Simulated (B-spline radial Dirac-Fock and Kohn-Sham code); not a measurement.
**Rh¹⁸⁺: eigenvalues, ΔSCF and the reference**

System: rhodium as Rh¹⁸⁺, [Ar] 3d9.

The density-functional columns are spherical, spin-unpolarised Dirac-Kohn-Sham results without Breit or QED terms: −ε is minus the orbital energy of the initial state and ΔSCF the difference of two total energies. The reference in the last column comes from relaxed Dirac-Fock hole states (ΔSCF) with Breit and QED corrections and a finite nucleus. All numbers are from a radial finite-basis atomic code, in eV; a selection of levels is shown. For the 1s level of heavy atoms much of the gap between ΔSCF and the reference is the Breit and QED part, -68.1 eV here; for other levels the error of the functional can be larger.

```
     level   LDA −ε  LDA ΔSCF  Dirac-Fock
    K (1s)  23507.7   23819.3     23757.7
   L1 (2s)   3834.7    3900.4      3942.9
L2 (2p1/2)   3592.0    3670.4      3674.9
L3 (2p3/2)   3447.1    3522.3      3531.8
   M1 (3s)   1062.2    1090.6      1115.2
M2 (3p1/2)    967.4     996.4      1009.7
M3 (3p3/2)    941.0     969.4       983.0
 M4,5 (3d)    771.3     801.8       800.6
```

Values without a named source are computed, but for edge energies of neutral atoms, which are taken from tables.
